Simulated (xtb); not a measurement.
GeI3, SMILES [I][Ge]([I])[I] (connectivity only; charge and spin as stated), charge +1, multiplicity 1. All values are semi-empirical tight-binding results from xtb (GFN2-xTB unless named), good for trends rather than for accurate numbers. Geometry optimised at GFN2-xTB. The spin state was assumed, not searched. The isomer is the one that the SMILES or the coordinates give; other isomers of the formula were not compared.

Optimised geometry:

```xyz
4

I      2.4971     0.0000     0.0000
Ge     0.0000     0.0000     0.0000
I     -1.2486    -2.1626     0.0000
I     -1.2486     2.1626     0.0000
```
Charge +1, spin multiplicity 1.

For metal compounds this method's bond lengths and energies can be far off.

Question: Estimate the properties. (Estimate from the structure and the level; the computed values follow.)

Answer: 
```json
{
  "point_group_as_xtb_finds_it": "D3h",
  "orbital_gap": "2.10 eV",
  "zero_point_energy": "1.4 kcal/mol",
  "G − E(el) at 298.15 K (modified RRHO)": "-21.1 kcal/mol"
}
```

Computed atomic charges and the Wiberg bond orders between heavy atoms:
charges (e) I1 0.20, Ge2 0.40, I3 0.20, I4 0.20. Bond orders I1–Ge2 1.18, Ge2–I3 1.18, Ge2–I4 1.18.
